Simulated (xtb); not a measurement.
B(H)(OH)(NMe2) (C2H8BNO), SMILES CN(C)BO. All values are semi-empirical tight-binding results from xtb (GFN2-xTB unless named), good for trends rather than for accurate numbers. Geometry optimised at GFN2-xTB. The structure was generated by enumeration, and PubChem lists no compound with its InChIKey, so it may never have been made. The values are those of a single conformer.

Optimised geometry:

Bond lengths (Å): B1–H2 1.171, B1–O3 1.352, B1–N5 1.405, O3–H4 0.957, N5–C6 1.445, N5–C7 1.444, C6–H8 1.096, C6–H9 1.096, C6–H10 1.089, C7–H11 1.096, C7–H12 1.096, C7–H13 1.086. Angles (°): H2–B1–O3 115.9, H2–B1–N5 119.4, O3–B1–N5 124.7, B1–O3–H4 116.2, B1–N5–C6 125.7, B1–N5–C7 122.7, C6–N5–C7 111.5, N5–C6–H8 110.5, N5–C6–H9 110.6, N5–C6–H10 111.1, H8–C6–H9 108.0, H8–C6–H10 108.3, H9–C6–H10 108.3, N5–C7–H11 110.7, N5–C7–H12 110.6, N5–C7–H13 109.7, H11–C7–H12 108.1, H11–C7–H13 108.9, H12–C7–H13 108.8.

Question: Estimate the properties. (The exact figures need the calculation; the answer reports its results.)

Answer: 
```
Property                                          Value
----------------------------------------  -------------
point group as xtb finds it                          Cs
orbital gap                                     6.24 eV
dipole moment                                    2.95 D
zero-point energy                         67.5 kcal/mol
G − E(el) at 298.15 K (modified RRHO)     48.9 kcal/mol
static polarisability (D4 model)             54.1 bohr³
solvation energy, GFN2-xTB/ALPB(water)    -4.4 kcal/mol
solvation energy, GFN2-xTB/ALPB(octanol)  -5.6 kcal/mol
```

Computed IR lines (harmonic; lines under 4 % of the strongest left out, lines within 3 cm⁻¹ merged):
ν (cm⁻¹): 209 (w), 501 (w), 555 (vs), 801 (w), 818 (m), 971 (m), 1113 (m), 1205 (s), 1241 (vs), 1408 (vs), 1444 (vs), 1484 (w), 1514 (m), 2634 (s), 2901 (m), 2907 (m), 2929 (w), 2938 (s), 3014 (m), 3053 (w) (against the strongest line: vs over 80 %, s over 45 %, m over 15 %, w over 4 %, vw less)

Computed atomic charges and the Wiberg bond orders between heavy atoms:
charges (e) B1 0.33, H2 -0.11, O3 -0.47, H4 0.28, N5 -0.19, C6 -0.03, C7 -0.04, H8 0.03, H9 0.03, H10 0.04, H11 0.03, H12 0.03, H13 0.05. Bond orders B1–O3 1.18, B1–N5 1.26, N5–C6 1.02, N5–C7 1.02.
